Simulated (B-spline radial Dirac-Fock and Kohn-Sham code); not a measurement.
Elastic scattering of 1 keV electrons by the free vanadium atom

Method: relativistic (Dirac) partial waves in the static field of the Dirac-Fock atom with Furness-McCarthy exchange, without polarisation or absorption potentials. Computed with an atomic code on a B-spline grid.

| θ (°) | dσ/dΩ (a₀²/sr) | Sherman function |
| --- | --- | --- |
| 0 | 144 | 0.000 |
| 1 | 137 | 0.000 |
| 2 | 120 | 0.000 |
| 3 | 96.9 | 0.000 |
| 5 | 55.2 | 0.000 |
| 7 | 30.0 | 0.000 |
| 10 | 13.4 | 0.000 |
| 15 | 4.73 | 0.000 |
| 20 | 2.06 | -0.001 |
| 25 | 1.06 | -0.001 |
| 30 | 0.647 | 0.000 |
| 40 | 0.315 | 0.002 |
| 50 | 0.177 | 0.006 |
| 60 | 0.109 | 0.009 |
| 70 | 0.0732 | 0.008 |
| 80 | 0.0545 | 0.002 |
| 90 | 0.0453 | -0.007 |
| 100 | 0.0423 | -0.016 |
| 110 | 0.0436 | -0.021 |
| 120 | 0.0479 | -0.021 |
| 130 | 0.0542 | -0.019 |
| 140 | 0.0613 | -0.015 |
| 150 | 0.0681 | -0.011 |
| 160 | 0.0738 | -0.007 |
| 170 | 0.0776 | -0.003 |
| 180 | 0.0789 | 0.000 |

The total elastic cross section is 7.11 a₀², the first transport cross section 0.927 a₀² and the second, weighted with (3/2) sin²θ, 1.30 a₀². The mean deflection is ⟨1 − cos θ⟩ = 0.130, and 4.6 % of the collisions scatter beyond 90°.

On this grid of angles the cross section has a minimum near 100°, from interference among the few low partial waves with large phase shifts.

Phase shifts modulo π (rad) for κ = −1 to −5: -1.504, 0.160, -0.956, 1.498, 1.080.
